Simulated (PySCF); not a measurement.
## Working out the ionisation energy of Nb²⁺

Nb²⁺ [Kr] 4d3 (4F) → Nb³⁺ [Kr] 4d2 (3F). Computed with PySCF 2.14 in aug-cc-pVDZ-PP with ECP28MDF (5s5p4d2f, 54 functions), with a scalar-relativistic core potential. Frozen: 4s2 4p6. Energies in hartree (1 hartree = 27.21139 eV):

```tsv
part	Nb²⁺ (lower)	Nb³⁺ (upper)
UHF	-55.445827	-54.554719
CCSD correlation	-0.012894	-0.002695
(T)	-0.000037	0.000000
```

Problem. What does Hartree-Fock give?

Solution. (-54.554719) − (-55.445827) = 0.891108 hartree = 24.248 eV.

Problem. What do CCSD and CCSD(T) give?

Solution. The CCSD correlation energies differ by 0.010199 hartree = 0.278 eV and the triples by 0.000037 hartree = 0.001 eV, so CCSD gives 24.526 eV and CCSD(T) 24.527 eV.

Reference: 25.04 eV (semi-empirical (NIST evaluation); NIST Atomic Spectra Database, ionization energies), between the lowest levels; spin-orbit coupling is absent from the calculation.

A double-zeta basis recovers only part of the correlation energy.

What remains against the reference includes basis incompleteness, the frozen core and higher excitations.
